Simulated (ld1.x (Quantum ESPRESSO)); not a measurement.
Reading a pseudo-wave (Ce)

Columns: radius, all-electron u(r) and pseudo u(r) of the 6p shell (level -1.33 eV) of cerium in the configuration [Kr] 4d10 4f1 5s2 5p6 5d1 6s1.75 6p0.25; BLYP, scalar-relativistic, PAW scheme, ld1.x (Quantum ESPRESSO) 7.5.

```
r (bohr)  all-electron   pseudo
   0.130       -0.0320  -0.0113
   0.260       -0.0507  -0.0436
   0.390        0.0658  -0.0924
   0.520        0.1151  -0.1513
   0.650        0.0806  -0.2123
   0.780        0.0058  -0.2676
   0.910       -0.0725  -0.3104
   1.040       -0.1351  -0.3359
   1.170       -0.1753  -0.3415
   1.300       -0.1931  -0.3276
   1.430       -0.1916  -0.2965
   1.560       -0.1746  -0.2523
   1.690       -0.1462  -0.1996
   1.820       -0.1100  -0.1432
   1.950       -0.0689  -0.0869
   2.080       -0.0251  -0.0332
   2.210        0.0194   0.0168
   2.340        0.0634   0.0630
   2.470        0.1061   0.1061
   2.600        0.1467   0.1467
   2.730        0.1849   0.1849
   2.860        0.2204   0.2204
   2.990        0.2531   0.2531
   3.120        0.2830   0.2830
   3.250        0.3099   0.3099
   3.380        0.3341   0.3341
```

(1) How many radial nodes do the two functions have?

(2) At about which radius was the pseudo-wave matched?

(3) Is the pseudo-wave norm-conserving?

Results:

(1) The all-electron 6p function has n − l − 1 = 4 (the table is too coarse to show those close to the nucleus); the pseudo-wave has 1, since 1 lower shell of the same l stays in the valence.

(2) 2.60 bohr. The columns agree to 0.0005 from 2.34 bohr on; several derivatives are matched, so the curves merge somewhat inside the radius.

(3) No, it belongs to a PAW set: the norm inside the radius is not constrained, and the difference is carried by the augmentation charge.
